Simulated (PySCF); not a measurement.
Molecule: `C[SiH2]C=O`, C$_{2}$H$_{6}$OSi.

Cartesian coordinates in Å; atom numbers follow the order of the lines, from 1:
```xyz
10

C     1.231   -0.319    0.047
Si   -0.296    0.759    0.035
C    -1.837   -0.405   -0.061
O    -1.710   -1.604   -0.113
H     2.153    0.279    0.095
H     1.258   -0.939   -0.861
H     1.204   -0.996    0.914
H    -0.431    1.594    1.271
H    -0.349    1.681   -1.144
H    -2.870    0.048   -0.070
```

Geometry PBE0-D3(BJ)/def2-SVP throughout; GIAO in PySCF 2.14, gas phase, one conformer, non-relativistic; equivalent atoms averaged; functional PBE0.

A run gave: C3 72.9, C1 238.1, Si2 576.6, O4 -414.2, H10 21.12, H8/H9 30.17, H5/H6/H7 32.31 ppm (absolute shieldings σ).

Which basis set was used in that run?
A. STO-3G
B. pcSseg-2
C. pcSseg-1
D. 6-31G

## Answers

A. C3 tells them apart best: STO-3G gives 72.9, 6-31G gives -33.3, pcSseg-1 gives -59.6, pcSseg-2 gives -69.9 ppm.
